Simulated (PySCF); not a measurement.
YOCl: fields on a plane

Method: PBE0/[Y def2-TZVP with ECP28, O def2-TZVP, Cl def2-TZVP], scalar-relativistic core potentials, density fitting, no spin–orbit coupling, PySCF.

The singlet minimum has Y–Cl 2.503 Å, Y–O 1.797 Å; Cl–Y–O 118.0°.

The plane holds Y1 at (0.00, 0.00), O2 at (1.80, 0.00), Cl3 at (-1.18, 2.21) Å. Columns run from x = -3.15 to 4.05 Å, rows from y = 4.65 (top) to -1.95 Å, in steps of 0.3 Å. Other isomers or separated fragments may lie lower. Core electrons replaced by a potential are absent, the electrostatic potential uses the reduced nuclear charge, and values within about 0.7 Å of such atoms have no physical meaning.

Q: Give the electron density (e/Å³) (cut at 5 e/Å³). Lower edges of the bins (e/Å³): '0' 0.000, '1' 0.030, '2' 0.076, '3' 0.151, '4' 0.268, '5' 0.455, '6' 0.750, '7' 1.218, '8' 1.960, '9' 3.136; top 5.00.

A: 
```
0000000000000000000000000
0000000000000000000000000
0000000000000000000000000
0000011111000000000000000
0001223332100000000000000
0012345553210000000000000
0013567765321000000000000
0124679986421000000000000
0124689987531000000000000
0124689987531000000000000
0023577776431100000000000
0012456665432111111000000
0011234444443223332110000
0001123356776445665310000
0000112468998667997521000
0000012589339779999631000
0000012589339779999631000
0000002468998667997421000
0000001246776545665310000
0000000123443333332110000
0000000011221111111000000
0000000000000000000000000
0000000000000000000000000
```

Q: Give the lowest empty orbital (Å^-3/2) at -2.52 eV (cut at ±0.3; overall sign arbitrary). Every second row and column.

A: 
```
 0.00  0.00  0.00  0.00  0.00  0.00  0.00  0.00  0.00  0.00  0.00  0.00  0.00
 0.00  0.01  0.01  0.01  0.01  0.01  0.00  0.00  0.00  0.00  0.00  0.00  0.00
 0.01  0.01  0.02  0.03  0.02  0.01  0.01  0.01  0.00  0.00  0.00  0.00  0.00
 0.01  0.02  0.04  0.05  0.01  0.00  0.01  0.01  0.01  0.01  0.00  0.00  0.00
 0.01  0.02  0.01 -0.02 -0.06 -0.02  0.01  0.02  0.01  0.01  0.00  0.00  0.00
 0.02  0.01 -0.02 -0.11 -0.12 -0.01  0.04  0.03  0.01  0.00  0.00  0.00  0.00
 0.02  0.03  0.01 -0.04 -0.06  0.01  0.09  0.05  0.00 -0.01 -0.01  0.00  0.00
 0.03  0.05  0.05  0.01 -0.16 -0.12  0.05  0.00 -0.10 -0.07 -0.02  0.00  0.00
 0.04  0.07  0.09  0.07 -0.16 -0.06 -0.28 -0.07  0.04 -0.03 -0.01  0.00  0.00
 0.05  0.08  0.13  0.16  0.11 -0.09 -0.12  0.00  0.03  0.02  0.01  0.00  0.00
 0.05  0.08  0.13  0.18  0.20  0.16  0.10  0.07  0.05  0.03  0.02  0.01  0.00
 0.04  0.07  0.10  0.14  0.17  0.16  0.12  0.08  0.05  0.03  0.02  0.01  0.01
```
